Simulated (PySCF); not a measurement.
silyloxysilylformaldehyde (CH6O2Si2), SMILES O=C[SiH2]O[SiH3]. Heavy atoms are numbered as in [O:1]=[CH:2][SiH2:3][O:4][SiH3:5]. Hydrogens are named by the atom that carries them.

Coordinates come from a B3LYP-D3(BJ)/def2-SVP optimisation. Other conformers were not sampled.

These are PBE/pcSseg-1 (PySCF) values and carry that method's errors.

GIAO shieldings, no solvent; atoms alike by connectivity are averaged. δ = σ(ref) − σ: ¹⁷O against H2O (σ = 334.3 ppm); ¹³C against TMS (σ = 182.0 ppm); ²⁹Si against TMS (σ = 335.4 ppm); ¹H against TMS (σ = 31.49 ppm), references at their B3LYP-D3(BJ)/def2-TZVP geometries, non-relativistic.

Computed chemical shifts:
```tsv
nucleus	atoms	count	δ (ppm)
¹⁷O	O1	1	939.3
¹⁷O	O4	1	11.4
¹³C	C2 (CH)	1	250.5
²⁹Si	Si5 (SiH3)	1	-35.2
²⁹Si	Si3 (SiH2)	1	-57.2
¹H	H on C2	1	12.71
¹H	H on Si5	3	5.63
¹H	H on Si3	2	5.08
```
